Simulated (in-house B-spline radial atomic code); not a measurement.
Checks on a self-consistent run for Ta VI (Ta5+), [Ne] 3s1 3p6 3d10 4s2 4p6 4d10 4f14 5s2 5p6 5d1. Method: Dirac-Hartree-Fock, average of configuration, Fermi nucleus of rms radius 5.3507 fm. Calculated with a radial B-spline atomic code at the basis-set limit.

```csv
orbital,q,ε (Eh),<1/r>,<r²>,small-component weight
1s1/2,2,-2498.34519,85.3958,0.000478654,0.075593
2s1/2,2,-437.72415,20.7505,0.00731289,0.017103
2p1/2,2,-417.86559,20.6909,0.00523891,0.017148
2p3/2,4,-371.01668,17.4993,0.00643432,0.015539
3s1/2,1,-105.36395,7.64307,0.0477275,0.0056533
3p1/2,2,-96.05557,7.56622,0.0435827,0.0056087
3p3/2,4,-85.72742,6.74199,0.050078,0.0051519
3d3/2,4,-71.34350,6.6193,0.0388923,0.0050121
3d5/2,6,-69.10800,6.42397,0.0406667,0.0048847
4s1/2,2,-24.57781,3.22527,0.234546,0.0018756
4p1/2,2,-20.91853,3.09676,0.242295,0.0017604
4p3/2,4,-18.48313,2.82507,0.275398,0.0016022
4d3/2,4,-12.37509,2.6102,0.300509,0.0014081
4d5/2,6,-11.91446,2.54136,0.313359,0.0013609
4f5/2,6,-4.17187,2.13001,0.421294,0.0010009
4f7/2,8,-4.08315,2.10094,0.433506,0.00098019
5s1/2,2,-5.49106,1.23769,1.30773,0.00040543
5p1/2,2,-4.25027,1.12981,1.53652,0.00034545
5p3/2,4,-3.86739,1.04026,1.75513,0.00030481
5d3/2,0.4,-2.34724,0.805578,2.84065,0.00019009
5d5/2,0.6,-2.31079,0.787188,2.95208,0.00018271
```

Electron-electron repulsion V_ee = 5598.5542 hartree.

Problem. What total energy follows from the eigenvalues?

Solution. The eigenvalues count the repulsion twice, so E = Σqε - V_ee = -9913.230 - 5598.554 = -15511.784 hartree; the run printed -15511.784.

Problem. Does the Dirac virial theorem hold?

Solution. For a point nucleus E = -2c²Σq·w, with w the small-component weight. Here Σq·w = 0.41291 and c = 137.0360, so the ratio E/(-2c²Σq·w) is 1.000244; the finite nucleus accounts for the departure from 1.

Problem. What diamagnetic shielding (Lamb formula) and susceptibility (Langevin formula) do the radii give?

Solution. σ = (α²/3)Σq<1/r> = 527.348/(3·137.036²) = 9360.7 ppm, and χ = -0.79199×10⁻⁶·Σq<r²> = -21.81×10⁻⁶ cm³/mol with Σq<r²> = 27.536 bohr². Both are non-relativistic formulas without the paramagnetism of open shells; for so heavy an element the full relativistic shielding is larger by tens of per cent.
